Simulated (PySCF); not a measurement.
Simulated Si 2p region for TMS-CH2F, `C[Si](C)(C)CF`, binding energy against the vacuum level.

Every computed line was given a Gaussian of 0.4 eV full width at half maximum and an area set by the number of equivalent atoms (split 2:1 within a doublet); the highest printed point is 100. Method used: delta-SCF UKS SCAN, pcX-2 on the ionised atom, pcseg-1 elsewhere, spin-free X2C in PySCF.

```tsv
binding energy (eV)	intensity
105.4	0
105.5	3
105.6	11
105.7	31
105.8	65
105.9	96
106.0	100
106.1	74
106.2	42
106.3	27
106.4	32
106.5	46
106.6	51
106.7	41
106.8	23
106.9	9
107.0	3
107.1	1
```

Problem. Count the maxima, the lines and the sites behind this envelope.

Solution. The curve has 2 maxima (at 106.0 and 106.6 eV). Under it lie 2 lines from 1 inequivalent silicon site, drawn as a 2p3/2, 2p1/2 pair.

Problem. Decompose the envelope and assign each component. Numbering: `[CH3:1][Si:2]([CH3:3])([CH3:4])[CH2:5][F:6]`.

Solution. 
| position (eV) | relative area | line | atoms | environment |
| --- | --- | --- | --- | --- |
| 105.96 | 0.67 | Si 2p3/2 | Si2 | four-coordinate silicon |
| 106.59 | 0.33 | Si 2p1/2 | Si2 | four-coordinate silicon |

Problem. What are the centre and the root-mean-square width of the whole band?

Solution. The area-weighted mean of the lines is 106.17 eV. Their own spread about it is 0.29 eV (rms) and each Gaussian has σ = 0.4/2.355 = 0.17 eV; the variances add, which gives 0.34 eV.

The curve has no shake-up lines and no vibrational structure. 2p3/2 and 2p1/2 are the ΔSCF energy of one spin-free 2p hole plus the eigenvalues of a spin–orbit and ligand-field matrix of the shell. 2p1/2 minus 2p3/2 (ligand field included): Si 0.62 eV. Isolated species at its PBE0-D3(BJ)/def2-SVP geometry, gas phase.

Time: 33 s wall. Hardware: one thread of an x86-64 server, on a shared host.

Shape of the structure used: `[CH3:1][Si:2]([CH3:3])([CH3:4])[CH2:5][F:6]`: C1–Si2–C5–F6 179°.
